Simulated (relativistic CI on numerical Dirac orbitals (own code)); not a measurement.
## V+ in a cubic cluster: L2,3 absorption with charge transfer

Computed with a charge-transfer multiplet model of a cubic metal-ligand cluster with up to one ligand hole, Slater and spin-orbit integrals from Dirac-Coulomb-Breit ions, Slater integrals scaled by 0.9. The parameters are those of a tetrahedral site (10Dq negative, t2 hopping the larger). The ground state mixes d4 with configurations of k ligand holes L, whose averages lie at kΔ + k(k − 1)U_dd/2; a core hole lowers each added d electron by U_cd. 300 K, Lorentzian 0.4 eV and Gaussian 0.3 eV FWHM.

Atomic integrals in eV (Slater integrals scaled, ζ unscaled), ground: F2dd 6.798, F4dd 4.177, zeta_d 0.015; with the core hole: F2dd 7.692, F4dd 4.741, zeta_d 0.025, zeta_core 4.617, F2cd 4.213, G1cd 2.979, G3cd 1.688.

Cluster parameters (eV): Δ = 9.9, U_dd = 5.6, 10Dq = -0.45, 10Dq(ligand) = 0, V(eg) = 1.1, V(t2g) = -1.87, final-state hopping factor = 0.8.

```json
{"Case": "U_cd = 7.2 eV", "n_d": "4.11", "d4": "0.89", "d5L": "0.11", "S": "2.00"}
{"Case": "U_cd = 7.8 eV", "n_d": "4.11", "d4": "0.89", "d5L": "0.11", "S": "2.00"}
{"Case": "U_cd = 9 eV", "n_d": "4.11", "d4": "0.89", "d5L": "0.11", "S": "2.00"}
```

Weights, n_d and S are thermal averages at 300 K. Photon energies count from the first peak over 30 % of the highest in each spectrum, which can be another peak from case to case. The parameters are a model scan and need not match a compound or its usual spin state. Peaks in eV (height, largest 100):
- U_cd = 7.2 eV: -3.1 (7), -2.4 (10), 0.0 (100), 0.6 (92), 4.3 (30), 5.1 (35), 6.4 (24), 8.0 (42)
- U_cd = 7.8 eV: -3.2 (7), -2.4 (10), 0.0 (100), 0.6 (92), 4.2 (29), 5.1 (34), 6.3 (23), 7.9 (43)
- U_cd = 9 eV: -3.1 (7), -2.4 (10), 0.0 (100), 0.5 (92), 4.2 (29), 5.0 (33), 6.3 (24), 7.8 (43)

For the case U_cd = 7.2 eV, Δ = 9.9 eV is larger than U_dd = 5.6 eV, the Mott-Hubbard side of the Zaanen-Sawatzky-Allen scheme. With the core hole the configuration with one ligand hole lies at Δ + U_dd − U_cd = 8.3, 7.7, 6.5 eV from the one without, in the order of the table; where this is negative the screened configuration lies lower.

With at most 1 ligand hole the space is cut while the next configuration still counts, so covalency is underestimated, and a final configuration with one more ligand hole, which can lie low, is missing from the spectra.
